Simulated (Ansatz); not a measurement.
Reactions of BFH$_{7}$NSi$_{2}$, SMILES `B[SiH](F)[SiH2]N`.

Isolated molecules relaxed with PBE0-D4/def2-TZVP in Ansatz; ΔE leaves out vibrations. CBS: MP2 limit from def2 TZ/QZ plus the TZ coupled-cluster correction, frozen cores. This one scheme is used for every species. Functionals use def2-TZVPP. Each species was taken in one conformer, which may not be the lowest.

| reaction | ωB97X-V (kJ/mol) | CCSD(T)/CBS(def2) (kJ/mol) |
| --- | --- | --- |
| `B[SiH](F)[SiH2]N` + H₂ → `N[SiH2][SiH2]F` + BH₃ | -35 | -33 |
| `B[SiH](F)[SiH2]N` + `C[SiH2]N` → `C[SiH](F)[SiH2]N` + `B[SiH2]N` | 1 | 2 |
| `B[SiH](F)[SiH2]N` + SiH₄ → `N[SiH2][SiH](F)[SiH3]` + BH₃ | -11 | -11 |
| `B[SiH](F)[SiH2]N` → `B[SiH2]F` + `N[SiH]` | 156 | 146 |

Largest T1 diagnostic: 0.015, for `N[SiH]`.
